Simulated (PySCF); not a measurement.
tetrachloroaluminate (AlCl4), SMILES [Cl][Al-]([Cl])([Cl])[Cl], charge -1.

Coordinates come from a B3LYP-D3(BJ)/def2-SVPD optimisation.

All values below come from PySCF 2.14.0 with C-PCM-ωB97X/def2-SVPD.

The values are the electrostatic part of the solvation free energy, E(continuum) − E(gas) at the gas-phase geometry, in a cavity of scaled van der Waals radii (PySCF's table); cavitation and dispersion terms are not included. A continuum can't describe solvent molecules that bind to the metal. In vacuum the orbital gap is 11.71 eV.

```json
[
 {"solvent": "water", "ε": "78.36", "ΔG(elec) (kcal/mol)": "-45.5", "gap (eV)": "12.42"},
 {"solvent": "ethanol", "ε": "24.85", "ΔG(elec) (kcal/mol)": "-44.2", "gap (eV)": "12.40"},
 {"solvent": "dichloromethane", "ε": "8.93", "ΔG(elec) (kcal/mol)": "-40.9", "gap (eV)": "12.35"}
]
```
